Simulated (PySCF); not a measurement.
# Choosing a basis for TDDFT

Compound: C3H8O2Si.
SMILES: `C/C=C\O[SiH2]O`

TDDFT with PBE0 (PySCF), vertical singlets, core orbitals frozen in the response, spherical d and f functions. Geometry: PBE0-D3(BJ)/def2-SVP, one conformer, isolated molecule.

**Question.** How do the low singlets change with the basis? Take 6-31G*, def2-SVP, 6-31+G*, def2-SVPD, aug-cc-pVDZ and def2-TZVP.

**Answer.** 

| basis | functions | diffuse | S1 (eV) | S2 (eV) | S3 (eV) | S4 (eV) | S5 (eV) | LUMO (eV) | α (au) |
| --- | --- | --- | --- | --- | --- | --- | --- | --- | --- |
| 6-31G* | 104 | no | 6.36 | 6.57 | 7.40 | 7.99 | 8.36 | 1.02 | 58.9 |
| def2-SVP | 128 | no | 6.54 | 6.78 | 7.28 | 7.69 | 7.84 | 0.92 | 61.8 |
| 6-31+G* | 128 | yes | 5.44 | 5.83 | 6.27 | 6.43 | 6.56 | -0.13 | 68.0 |
| def2-SVPD | 194 | yes | 5.73 | 6.14 | 6.77 | 6.86 | 6.91 | 0.09 | 73.0 |
| aug-cc-pVDZ | 214 | yes | 5.31 | 5.61 | 5.99 | 6.15 | 6.23 | -0.31 | 74.8 |
| def2-TZVP | 240 | no | 5.97 | 6.30 | 6.98 | 7.18 | 7.29 | 0.40 | 69.6 |

States are compared by their number. Against the largest diffuse basis here (aug-cc-pVDZ, itself not a converged limit), sets without diffuse functions differ by up to 1.23 eV in S1 and 2.13 eV in S5; the smaller diffuse sets differ by up to 0.42 and 0.68 eV. State by state, the largest deviation of a set without diffuse functions is S1 1.23, S2 1.17, S3 1.40, S4 1.84, S5 2.13 eV. The same number needn't mean the same state in each row. Against aug-cc-pVDZ the polarisability deviates by -21% in 6-31G*, -17% in def2-SVP, -9% in 6-31+G*, -2% in def2-SVPD, -7% in def2-TZVP. A single + in a Pople set puts diffuse functions on heavy atoms only.
